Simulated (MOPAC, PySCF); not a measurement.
Br2F2Si, SMILES `F[Si](F)(Br)Br`, neutral singlet in the gas phase. 

Cartesian coordinates (Å):
```xyz
5

F     -0.0841    -1.1017    -1.2388
Si    -0.0027    -0.1093     0.0045
F      0.0318    -1.0000     1.3245
Br    -1.7932     1.1541     0.0353
Br     1.8482     1.0569    -0.1255
```
Charge 0, multiplicity 1.

All levels are single points at this geometry (PBE-D3(BJ)/def2-TZVP); Pople sets use spherical d functions. Orbital energies aren't observables, and empty levels follow the basis.

```json
[
 {"level": "PBE-D3(BJ)/def2-TZVP in PySCF", "HOMO (eV)": "-7.77", "LUMO (eV)": "-1.90", "gap (eV)": "5.88", "dipole (D)": "0.86", "vertical IE, Delta-SCF (eV)": "10.80"},
 {"level": "B3LYP/6-311+G** (LANL2DZ on Br) in PySCF", "HOMO (eV)": "-8.93", "LUMO (eV)": "-1.50", "gap (eV)": "7.44", "dipole (D)": "0.84", "vertical IE, Delta-SCF (eV)": "–"},
 {"level": "PBE/6-31G* in PySCF", "HOMO (eV)": "-7.71", "LUMO (eV)": "-1.92", "gap (eV)": "5.79", "dipole (D)": "0.52", "vertical IE, Delta-SCF (eV)": "10.79"},
 {"level": "SVWN5/6-31G* in PySCF", "HOMO (eV)": "-7.86", "LUMO (eV)": "-2.19", "gap (eV)": "5.67", "dipole (D)": "0.56", "vertical IE, Delta-SCF (eV)": "–"},
 {"level": "HF/STO-3G in PySCF", "HOMO (eV)": "-9.16", "LUMO (eV)": "7.01", "gap (eV)": "16.17", "dipole (D)": "0.84", "vertical IE, Delta-SCF (eV)": "–"},
 {"level": "AM1 in MOPAC", "HOMO (eV)": "-11.66", "LUMO (eV)": "-2.11", "gap (eV)": "9.55", "dipole (D)": "0.72", "vertical IE, Delta-SCF (eV)": "–"}
]
```
